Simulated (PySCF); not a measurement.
Mapped SMILES: `[F:1][C@@H:2]1[CH:3]=[C:4]([CH:5]([F:6])[F:7])[CH2:8][O:9][CH2:10]1` (H(Xn): hydrogen on atom n). Ha(C8), Ha(C10) are cis to F1 on the ring; Hb(C8), Hb(C10) are trans to F1 on the ring.

Method: shieldings: GIAO PBE0/pcSseg-1, geometry from GFN2-xTB, in PySCF (non-relativistic, a single conformation, no solvent model).

Task: Predict the 2D correlation tables (HSQC, COSY, HMBC).

Result: 

HSQC (one-bond C–H):
| δH | δC |
| --- | --- |
| 6.69 (H(C3)) | 129.2 (C3) |
| 6.57 (H(C5)) | 119.8 (C5) |
| 4.82 (H(C2)) | 83.5 (C2) |
| 4.61 (Ha(C10)) | 73.3 (C10) |
| 4.33 (Ha(C8)) | 66.5 (C8) |
| 4.18 (Hb(C8)) | 66.5 (C8) |
| 3.65 (Hb(C10)) | 73.3 (C10) |

COSY cross peaks (H two or three bonds apart, from the bond graph; peaks can be absent where the dihedral angle is near 90°):
| δH | δH |
| --- | --- |
| 6.69 (H(C3)) | 4.82 (H(C2)) |
| 4.82 (H(C2)) | 4.61 (Ha(C10)) |
| 4.82 (H(C2)) | 3.65 (Hb(C10)) |
| 4.61 (Ha(C10)) | 3.65 (Hb(C10)) |
| 4.33 (Ha(C8)) | 4.18 (Hb(C8)) |

HMBC (two and three bonds, from the bond graph):
| δH | δC |
| --- | --- |
| 6.69 (H(C3)) | 148.5 (C4), 119.8 (C5), 83.5 (C2), 73.3 (C10), 66.5 (C8) |
| 6.57 (H(C5)) | 148.5 (C4), 129.2 (C3), 66.5 (C8) |
| 4.82 (H(C2)) | 148.5 (C4), 129.2 (C3), 73.3 (C10) |
| 4.61 (Ha(C10)) | 129.2 (C3), 83.5 (C2), 66.5 (C8) |
| 4.33 (Ha(C8)) | 148.5 (C4), 129.2 (C3), 119.8 (C5), 73.3 (C10) |
| 4.18 (Hb(C8)) | 148.5 (C4), 129.2 (C3), 119.8 (C5), 73.3 (C10) |
| 3.65 (Hb(C10)) | 129.2 (C3), 83.5 (C2), 66.5 (C8) |

Chemical shifts δ = σref − σ; 1H (σref 31.72) and 13C (σref 186.93) against TMS, all at this level.

Short H···H contacts in this conformer between protons four or more bonds apart (candidates for NOE cross peaks, intensity ∝ r⁻⁶): Hb(C8)···Hb(C10) 2.48 Å, H(C5)···Ha(C8) 2.68 Å.

Shifts are as computed. Against solution values, carbons near 30 ppm lie about +3 ppm off and those near 130 ppm about +5 ppm. Of 1211 compounds with measured shifts, 218 miss one by over three times the rms of a fit or turn the order of signals round; such compounds aren't used in these exercises.
